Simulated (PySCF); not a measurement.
Te(SH)(OSiH3), SMILES [SiH3]O[Te]S, singlet at its B3LYP/def2-SVP optimised geometry (Å):

```
8

Te    -0.7649    -2.1546     0.0000
S      1.6515    -2.1546     0.0000
H      1.8372    -2.0444     1.3398
O     -1.1900    -0.1855     0.0000
Si    -1.1221     0.8407    -1.3266
H      0.2774     1.0119    -1.8168
H     -1.6515     2.1546    -0.8677
H     -1.9593     0.3291    -2.4538
```

Method: PySCF 2.14.0 with B3LYP/def2-TZVP, def2 effective core potentials past Kr. The core electrons that the potentials of Te replace are not part of the density.

Map of the deformation density (molecule minus spherical neutral atoms) (e/bohr³) on the plane z = 0.6 Å:

```
|-----------------------------|
|-----------------------------|
|-----------------------------|
|-----------------------------|
|-----------------------------|
|-----------------------------|
|-----------------------------|
|-----------------------------|
|--------::::::---------------|
|-------::::::::--------------|
|-------::::::::--------------|
|-------::::::::--------------|
|-----------------------------|
|---------=++=----------------|
|--------=*@@+----------------|
|--------=*%%+-:::------------|
|---------===-::::------------|
|------::::::...::----:::-----|
|------::..     :--:--::::----|
|-----:::...::..:-::=+:.::----|
|-----::::-*++=-==. %@-..::---|
|-----::::+%+=+-==. #%: .::---|
|-----:::-+%%*=:--:.==:.::----|
|------:::-+*=:.:-----::::----|
|-------:::--:..:------::-----|
|-------:::::..::-------------|
|--------::::::::-------------|
|----------:::::--------------|
|-----------------------------|
```
Scale: ten equal steps from -0.012 (start of ' ') to 0.025 (end of '@'), in the order ' .:-=+*#%@'; x runs from -4.50 to 4.50, y from -4.50 (bottom) to 4.50 (top).
